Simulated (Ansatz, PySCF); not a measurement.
Noncovalent pair: C2H4 (SMILES C=C) (first 6 atoms) with CH5N (SMILES CN); geometry from B3LYP-D3(BJ)/def2-TZVP, rigid monomers moved along the line of their centres of mass till H5···N8 is 3.47 Å.
(charge 0, multiplicity 1):
```json
[
 {"atom": "C", "x (Å)": "-0.6430", "y (Å)": "0.2606", "z (Å)": "0.0678"},
 {"atom": "C", "x (Å)": "0.5421", "y (Å)": "-0.1998", "z (Å)": "0.4439"},
 {"atom": "H", "x (Å)": "-0.9135", "y (Å)": "0.3668", "z (Å)": "-0.9764"},
 {"atom": "H", "x (Å)": "-1.3948", "y (Å)": "0.5514", "z (Å)": "0.7920"},
 {"atom": "H", "x (Å)": "0.8122", "y (Å)": "-0.3058", "z (Å)": "1.4893"},
 {"atom": "H", "x (Å)": "1.2868", "y (Å)": "-0.4881", "z (Å)": "-0.2898"},
 {"atom": "C", "x (Å)": "-0.5914", "y (Å)": "0.3270", "z (Å)": "4.9457"},
 {"atom": "N", "x (Å)": "0.7622", "y (Å)": "-0.2283", "z (Å)": "4.9612"},
 {"atom": "H", "x (Å)": "-1.2562", "y (Å)": "-0.3663", "z (Å)": "4.4285"},
 {"atom": "H", "x (Å)": "-0.5890", "y (Å)": "1.2586", "z (Å)": "4.3779"},
 {"atom": "H", "x (Å)": "-1.0198", "y (Å)": "0.5336", "z (Å)": "5.9353"},
 {"atom": "H", "x (Å)": "0.7871", "y (Å)": "-1.1038", "z (Å)": "5.4696"},
 {"atom": "H", "x (Å)": "1.4054", "y (Å)": "0.4025", "z (Å)": "5.4241"}
]
```

Counterpoise-corrected where a basis set is named; no monomer relaxation. Rows marked so take none.

Cores are frozen in the correlated methods. Rows in 6-31G* carry no dispersion term and start afresh at each structure (6-31G* with six Cartesian d functions).

Run with Ansatz (a first-principles code) with Gaussian orbitals; PySCF for 6-31G* rows, the dispersion terms. 

**Question.** What interaction energy does r2SCAN-D4/def2-TZVPPD give?

**Answer.** -4 kJ/mol
